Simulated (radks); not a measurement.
Results of a calculation; reference values are marked as such.
Polarisability of the vanadium ion V+, [Ar] 3d4, at imaginary frequency. Level of theory: non-relativistic Kohn-Sham, LDA (Slater exchange, Perdew-Wang correlation), spin-unpolarised, spherical densities, point nucleus (a radial shooting solver on a logarithmic mesh with Libxc functionals). Response by self-consistent Sternheimer equations with the Hartree and adiabatic LDA kernel.

| w (hartree) | alpha1(iw) (bohr^3) |
|---|---|
| 0.00266 | 20.22 |
| 0.0143 | 20.07 |
| 0.0360 | 19.31 |
| 0.0697 | 17.34 |
| 0.118 | 14.25 |
| 0.186 | 11.03 |
| 0.280 | 8.373 |
| 0.413 | 6.291 |
| 0.605 | 4.617 |
| 0.892 | 3.246 |
| 1.35 | 2.127 |
| 2.12 | 1.234 |
| 3.59 | 0.5863 |
| 6.94 | 0.2050 |
| 17.5 | 0.04318 |

Static values: alpha1 = 20.22 bohr^3 (2.997 angstrom^3; uncoupled 25.61). C6 = 77.29, triple-dipole C9 = 971.5 atomic units. One-pole (London) frequency 4 C6 / (3 alpha1^2) = 0.252 hartree, against 0.342 for minus the highest occupied eigenvalue. The dipole shielding factor is 0.957, as the force sum rule N/Z = 0.957 demands.
